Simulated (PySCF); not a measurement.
## Calculated NMR data

Computational details: coordinates at the PBE0-D3(BJ)/def2-SVP level, shielding tensors at PBE0/pcSseg-1 (GIAO), spin–spin couplings from B3LYP/pcJ-1 (spin–dipole term left out of most H,H and C,H couplings), in PySCF (isolated molecule, a single conformation, non-relativistic Hamiltonian, fast rotation and ring inversion assumed for equivalent nuclei).

Chemical shifts δ = σref − σ; TMS for ¹H (σ = 31.27 ppm), ¹³C (σ = 184.41 ppm), all at this level. Multiplet labels drop J under 1 Hz and among equivalent protons, and merge close values. Unscaled 3J(H,H) run several per cent high. Vicinal couplings that depend on rotamer populations or ring flexing (ring, CH–CH, X–H and H–F types) are those of the one conformer. Couplings to H on boron are left out. Carbons bonded to boron are broad in practice. Shifts are as computed. Against solution values, carbons near 30 ppm lie about +2 ppm off and those near 130 ppm about +5 ppm. Of 1309 compounds with measured shifts, 239 miss one by over three times the rms of a fit or turn the order of signals round; such compounds aren't used in these exercises.

Compound 1 (C10H10O4). ¹H NMR (400 MHz, computed): δ 7.95 (m, 2H), 7.63 (m, 2H), 3.76 (s, 6H). ¹³C{¹H} NMR (computed): δ 173.3 (C), 137.7 (C), 136.4 (CH), 136.2 (CH), 52.3 (CH3). Structure: SMILES COC(=O)c1ccccc1C(=O)OC.

Compound 2 (C4H7BO3). ¹H NMR (400 MHz, computed): δ 9.49 (d, J = 5.6 Hz, 1H), 4.13 (br, 1H), 4.11 (t, J = 13.0 Hz, 2H), 3.88 (dd, J = 13.2, 5.7 Hz, 2H), 2.53 (tq, J = 12.9, 5.7 Hz, 1H). ¹³C{¹H} NMR (computed): δ 202.1, 60.4, 53.1. Structure: SMILES O=CC1COBOC1.
